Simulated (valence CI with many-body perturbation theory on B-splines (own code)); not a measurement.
# E1 transitions of Cl4+

Level of theory: relativistic CI+MBPT: three valence electrons over a frozen Dirac-Fock core [Ne], a basis of 11 s, 11 p, 10 d, 8 f, 5 g, 2 h functions for each j, with the one-electron correlation potential Σ1, the two-electron term Σ2, the three-electron term Σ3, Breit, model QED; selected CI, second order for the rest, scaled by the run's own slope (own B-spline code, finite nucleus).

No measured levels were compared; by estimate levels hold to about 100 cm⁻¹ or 0.05 % of their energy and the worst to 300 or 400 cm⁻¹, as in measured light ions of charge 2 to 7.

Lines 151 to 200 of 567 in falling wavelength, among levels below 60.509 eV, chosen from the strongest by gf and those to the six lowest levels. Wavelengths and rates use the calculated energies, so an error of 100 cm⁻¹ moves a line at 178.3 nm by 0.18 % and its rate by three times that or more. Electric multipoles are in the length gauge, E1 and E2 with the static RPA response of the core. Weak lines are less certain than strong ones. Lines between different terms over intervals too small for the method are left out, as are lines whose strength nearly cancels. Where a level lies close to another of its J and parity, the split of strength between their lines is uncertain. The highest levels of a list are the least certain.

Names give the largest LS component (configuration and term), which can be under half, so a name can repeat, a term be missing and a line seem to break the LS rules; names also repeat where a configuration has a term twice. Letters in brackets count levels of one name in rising energy.

```tsv
λ vac (nm)	Upper	Lower	A (s⁻¹)	log gf	Branch %
178.3	3s3p4d ⁴F°_3/2	3s3p4p ⁴D_3/2	3.45e+08	-0.18	25.3
177.7	3s3p4d ⁴F°_3/2	3s3p4p ⁴D_1/2	6.76e+08	0.11	49.6
177.4	3s3p4d ⁴F°_5/2	3s3p4p ⁴D_3/2	7.51e+08	0.33	54.2
177.4	3s3p4d ⁴F°_7/2	3s3p4p ⁴D_5/2	9.96e+08	0.58	72.3
174.6	3s3p4d ⁴F°_5/2	3s3p4p ²P_3/2 [a]	8.97e+07	-0.61	6.5
174.5	3s3p4d ⁴F°_3/2	3s3p4p ²P_1/2 [a]	1.54e+08	-0.55	11.3
172.1	3s3p4d ²D°_3/2	3p²3d ²P_1/2 [a]	1.30e+08	-0.64	9.2
170.6	3s3p4s ²P°_1/2 [b]	3s²4d ²D_3/2	2.28e+08	-0.70	1.7
170.5	3s3p4s ²P°_3/2 [b]	3s²4d ²D_5/2	2.04e+08	-0.45	1.5
162.6	3s²5g ²G_7/2	3s²4f ²F°_5/2	2.08e+09	0.82	76.7
162.6	3s²5g ²G_9/2	3s²4f ²F°_7/2	2.16e+09	0.93	79.6
162.6	3s²5g ²G_7/2	3s²4f ²F°_7/2	7.73e+07	-0.61	2.8
153.3	3s3p4d ²P°_3/2	3s3p4p ²P_3/2 [a]	3.92e+08	-0.26	25.5
137.8	3p²3d ²G_7/2	3s3p3d ²F°_5/2 [b]	1.04e+08	-0.62	14.9
136.9	3p²3d ²G_9/2	3s3p3d ²F°_7/2 [b]	1.09e+08	-0.51	15.6
126.2	3p²3d ²F_7/2 [a]	3s3p3d ²F°_7/2 [a]	1.32e+08	-0.60	11.4
125.3	3p²3d ²F_5/2 [a]	3s3p3d ²F°_5/2 [a]	1.43e+08	-0.70	12.9
120.8	3s3p5s ⁴P°_5/2	3s3p4p ⁴S_3/2	3.26e+08	-0.37	4.8
120.2	3s3p5s ²P°_1/2	3s3p4p ²D_3/2 [a]	1.19e+09	-0.29	18.5
119.8	3s3p5s ²P°_3/2	3s3p4p ²D_5/2 [a]	1.12e+09	-0.01	17.2
119.7	3s3p5s ⁴P°_3/2	3s3p4p ⁴P_5/2	3.91e+08	-0.47	5.8
119.6	3s3p5s ⁴P°_1/2	3s3p4p ⁴P_3/2	9.05e+08	-0.41	13.4
118.4	3s3p5s ⁴P°_3/2	3s3p4p ⁴P_1/2	4.41e+08	-0.43	6.5
118.3	3s3p5s ⁴P°_5/2	3s3p4p ⁴P_5/2	7.83e+08	-0.01	11.5
117.4	3s3p5s ⁴P°_5/2	3s3p4p ⁴P_3/2	2.23e+08	-0.56	3.3
117.2	3s²5f ²F°_7/2	3s²4d ²D_5/2	1.24e+09	0.31	14.4
117.2	3s²5f ²F°_5/2	3s²4d ²D_3/2	1.16e+09	0.16	13.5
116.3	3s²5s ²S_1/2	3s²4p ²P°_3/2	1.86e+09	-0.12	25.0
115.8	3s²5s ²S_1/2	3s²4p ²P°_1/2	9.32e+08	-0.43	12.5
115.3	3s3p4p ²S_1/2 [a]	3s3p3d ²P°_3/2 [a]	5.44e+08	-0.66	8.1
112.8	3s3p5s ⁴P°_1/2	3s3p4p ⁴D_3/2	7.62e+08	-0.54	11.2
112.7	3s3p5s ⁴P°_3/2	3s3p4p ⁴D_5/2	1.03e+09	-0.11	15.2
112.5	3s3p5s ⁴P°_5/2	3s3p4p ⁴D_7/2	1.23e+09	0.15	18.1
112.2	3s3p5s ⁴P°_3/2	3s3p4p ⁴D_3/2	3.03e+08	-0.64	4.5
111.4	3s3p5s ⁴P°_5/2	3s3p4p ⁴D_5/2	2.20e+08	-0.61	3.2
108.9	3p²3d ²F_5/2 [b]	3s3p3d ²D°_3/2 [b]	2.19e+08	-0.63	1.1
108.8	3p²3d ²F_7/2 [b]	3s3p3d ²D°_5/2 [b]	2.36e+08	-0.47	1.1
108.8	3p²3d ²F_5/2 [a]	3s3p3d ²D°_3/2 [a]	2.21e+08	-0.63	19.9
108.0	3p²3d ²F_7/2 [a]	3s3p3d ²D°_5/2 [a]	2.37e+08	-0.48	20.5
106.5	3s3p5s ²P°_3/2	3s3p4p ²P_3/2 [a]	5.94e+08	-0.39	9.1
106.5	3p³ ²P°_3/2	3s3p² ²P_3/2	3.60e+08	-0.61	10.3
104.9	3s²6g ²G_7/2	3s²4f ²F°_5/2	4.22e+08	-0.25	22.2
104.9	3s²6g ²G_9/2	3s²4f ²F°_7/2	4.41e+08	-0.14	24.0
104.4	3p²3d ²D_5/2 [b]	3s3p3d ²P°_3/2 [b]	2.24e+08	-0.66	4.1
102.0	3p²3d ²G_9/2	3s3p3d ²F°_7/2 [a]	5.75e+08	-0.05	82.3
100.9	3p²3d ²G_7/2	3s3p3d ²F°_5/2 [a]	5.65e+08	-0.16	80.6
95.17	3p²3d ²P_3/2 [a]	3s3p3d ²D°_5/2 [a]	6.07e+08	-0.48	7.4
94.37	3s3p4p ²P_3/2 [b]	3s3p3d ²D°_5/2 [b]	5.33e+08	-0.55	4.8
94.28	3s3p4p ²D_5/2 [a]	3s3p3d ²F°_7/2 [a]	1.04e+09	-0.08	16.8
93.99	3s3p4p ²D_3/2 [a]	3s3p3d ²F°_5/2 [a]	1.15e+09	-0.21	19.0
```

(1) How does gf follow from A for the line at 174.5 nm?

## Answers

(1) gf = 1.4992 × (2J+1)_upper × A / σ², with σ = 57302 cm⁻¹ and 2J+1 = 4: gf = 0.281.
